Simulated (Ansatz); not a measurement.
Input file for C₂H₆GaN:

```yaml
crystal:
  periodic: [false, false, false]
  atoms:
    - {symbol: C, position_ang: [-1.116258, 0.480358, -0.268132]}
    - {symbol: N, position_ang: [-0.343853, -0.686348, 0.081070]}
    - {symbol: C, position_ang: [0.460220, -0.585245, 1.065612]}
    - {symbol: Ga, position_ang: [2.267446, -0.155802, -0.760054]}
    - {symbol: H, position_ang: [-1.064705, 0.645103, -1.344851]}
    - {symbol: H, position_ang: [-2.163739, 0.282445, -0.020879]}
    - {symbol: H, position_ang: [-0.800835, 1.392088, 0.259865]}
    - {symbol: H, position_ang: [0.583297, 0.333240, 1.655996]}
    - {symbol: H, position_ang: [0.983467, -1.471898, 1.421198]}
    - {symbol: H, position_ang: [1.278059, -0.284941, -2.086924]}
basis:
  gaussian: {orbitals: def2-TZVPP}
correlation: {method: ccsd_t}
```

```sh
$ ansatz run in.yaml --threads 4 --pin off --events-out ev --progress --plain --max-ram 10444MiB
```

Log, shortened:

```
Functional definition: HF
1353 factors; integrals over basis functions are off by at most 1.0e-3 eV
mean field evaluation 1: about -55966.7431 eV, gradient 3.5e1 eV
mean field evaluation 2: about -55966.9382 eV, gradient 3.5e1 eV
mean field evaluation 4: about -55971.0855 eV, gradient 5.0e0 eV
mean field evaluation 8: about -55971.2350 eV, gradient 5.7e-1 eV
mean field evaluation 16: about -55971.2398 eV, gradient 1.8e-6 eV
mean field -55971.23977112 eV, -2056.9051229198 hartree, gradient 1.8e-6 eV, S^2 0.000000; 0 other end points of the search recorded, 0 dependent functions left out; unrestricted orbitals would lower it
12 core orbitals not correlated: weight in the atoms' cores, before any rotation towards them, 1.000 or more for the frozen orbitals, at most 0.000 for the correlated occupied ones
reference -55971.23977112 eV, -2056.9051229198 hartree; 16, 16 occupied and 197, 197 virtual orbitals, 1353 factors
second order -20.82475386 eV of doubles, -0.00000000 eV of singles
cycle   1  -20.83166025 eV  change   -6.9e-3 eV  update   1.2e-1
cycle   2  -21.53783465 eV  change   -7.1e-1 eV  update   3.9e-2
cycle   3  -21.67290981 eV  change   -1.4e-1 eV  update   2.0e-2
cycle   4  -21.65956399 eV  change    1.3e-2 eV  update   5.4e-3
cycle   5  -21.65970047 eV  change   -1.4e-4 eV  update   3.3e-3
cycle   6  -21.66045333 eV  change   -7.5e-4 eV  update   1.3e-3
cycle   7  -21.65996312 eV  change    4.9e-4 eV  update   8.1e-4
cycle   8  -21.65999179 eV  change   -2.9e-5 eV  update   3.0e-4
cycle   9  -21.66004961 eV  change   -5.8e-5 eV  update   9.3e-5
cycle  10  -21.66001726 eV  change    3.2e-5 eV  update   2.8e-5
perturbative correction -0.95677585 eV, -0.0351608639 hartree
Total energy: -55993.85656423 eV, -2057.7362747365 hartree
```

Hardware: 4 threads of an Arm Neoverse V1 on a shared host. Wall time 100 s, peak host memory 3.7 GiB.

Correlation energy per correlated electron: -0.707 eV. T1 diagnostic: 0.0139.
